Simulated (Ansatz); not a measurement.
Cost and result up the ladder for the cluster Sn₆S₁₂ (18 atoms). Charge 0, multiplicity 1. Geometry: PBE-D4/def2-SVP.

```xyz
18

Sn   -1.532   -2.610    2.077
Sn    1.852    0.315   -4.333
Sn    2.652    2.153   -1.238
Sn   -1.469    1.719    0.623
Sn    1.585   -0.382    2.850
Sn    0.243   -0.875   -0.906
S    -0.955    1.175   -2.060
S    -0.163   -1.278   -4.333
S    -1.736   -0.650    4.120
S     0.921   -2.280    1.111
S    -0.208   -2.099    4.469
S    -2.508    3.693    0.960
S    -2.157   -0.675    0.239
S     0.526    2.398   -2.870
S    -0.088   -2.569   -2.697
S     2.591   -0.377   -1.962
S    -0.689    0.983    3.261
S     1.134    1.360    0.689
```

Ansatz on 2 threads of AMD EPYC 7R13 on a shared host and a share (18 GiB) of an NVIDIA H100 80GB HBM3. Times are rough, and most runs start from the orbitals of an earlier one. PBE0-D4/def2-TZVP serves as the yardstick here, not as an exact answer. Differences are given only for rows in sets of like size (and for xTB, whose basis is part of the method), since another set adds its own error. Binding counts from free atoms at the same level (Sn triplet, S triplet; other spins of the atoms weren't run), without zero-point energy or a counterpoise term.

In the def2 sets Sn takes a core potential; there is no spin–orbit coupling. Correlated methods freeze 84 core orbitals; core or outer-core shells of Sn are correlated, in sets that lack core-valence functions. The rows differ in basis, and correlated rows in double-zeta sets carry the largest basis error. Single mean-field runs in def2-TZVP are fitted with def2-universal-jkfit. Another isomer (singlet) lies 1.03 eV lower at PBE0-D4/def2-TZVP; other spin states weren't run for this one.

Correlated methods converge slowly with the basis, most of all in double-zeta sets.

```tsv
level	functions	wall time	binding energy per atom (eV)	difference from PBE0-D4/def2-TZVP (eV)
PBE-D4/def2-SVP	372	3.7 s	3.35	–
BLYP-D4/def2-TZVP	744	4.5 s	3.22	0.01
MP2/def2-SVP	372	5 s	2.76	–
PBE0-D4/def2-SVP	372	5.5 s	3.16	–
RPA@PBE/def2-SVP	372	7.5 s	2.43	–
r2SCAN-D4/def2-TZVP	744	7.5 s	3.21	0.00
PBE0-D4/def2-TZVP	744	9 s	3.20	0.00
PBE-D4/def2-TZVP (with forces)	744	12 s	3.38	0.18
```
